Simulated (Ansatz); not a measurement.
Basis-set extrapolation for `[SiH3]NPS` (PBE0-D4/def2-TZVP geometry, frozen core, Ansatz 0.2.0). Multiplicity 1, RHF reference.

```json
{"": "HF", "def2-TZVPP": "-1085.248336", "def2-QZVPP": "-1085.282131"}
{"": "MP2 correlation", "def2-TZVPP": "-0.670696", "def2-QZVPP": "-0.724145"}
{"": "CCSD(T) correlation", "def2-TZVPP": "-0.759463", "def2-QZVPP": "not run"}
```

Energies in hartree. Use E(X) = E(∞) + A·exp(−7.88·√X) for Hartree–Fock and E(X) = E(∞) + B·X^(−2.97) for correlation, with X = 3 and 4, and add CCSD(T) minus MP2 of the smaller set to the MP2 limit.

What is the CCSD(T) energy at the basis-set limit?

HF limit: -1085.282131 + (-0.033795) × 0.13774 = -1085.28679. MP2 limit: -0.724145 + (-0.053449) × 0.74074 = -0.76374. Higher-order term: -0.759463 − (-0.670696) = -0.08877. Total: -1086.13930 hartree, 3.58 eV below CCSD(T)/def2-TZVPP.
